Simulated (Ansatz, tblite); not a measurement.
Cost and result up the ladder for the cluster Al₂Sb (the lowest doublet isomer of a short search) (3 atoms). Charge 0, multiplicity 2. Geometry: PBE-D4/def2-TZVP.

```csv
atom,x (Å),y (Å),z (Å)
Al1,0.1143,1.1450,0.9608
Al2,-1.1043,-0.9947,0.1960
Sb3,0.9900,-0.1503,-1.1568
```

Ansatz on 4 threads of Arm Neoverse V1 on a shared host; xTB runs through tblite on one thread. Times are rough, summed over both states, and most runs start from the orbitals of an earlier one. No level here is sound enough to serve as a yardstick. The other state is a triplet.

In the def2 sets Sb takes a core potential; there is no spin–orbit coupling. The xTB rows come from tblite. The structure comes from a short search, and lower isomers may exist.

Raw xTB energies of ions are shifted by several eV, and xTB has no spin-polarisation term.

```tsv
level	functions	wall time
GFN1-xTB	27	0.005 s
GFN2-xTB	27	0.012 s
PBE-D4/def2-TZVP	124	3.5 s
r2SCAN-D4/def2-TZVP	124	9.9 s
PBE0-D4/def2-TZVP (with forces)	124	12 s
```

Task: Estimate what each level gives for the vertical IE (eV).

Result: 
| level | vertical IE (eV) | remarks |
| --- | --- | --- |
| GFN1-xTB | 10.74 | – |
| GFN2-xTB | 10.52 | – |
| PBE-D4/def2-TZVP | 7.25 | – |
| r2SCAN-D4/def2-TZVP | 7.26 | spin-contaminated (⟨S²⟩ 1.02) (doublet) |
| PBE0-D4/def2-TZVP (with forces) | 7.25 | spin-contaminated (⟨S²⟩ 0.87) (doublet) |
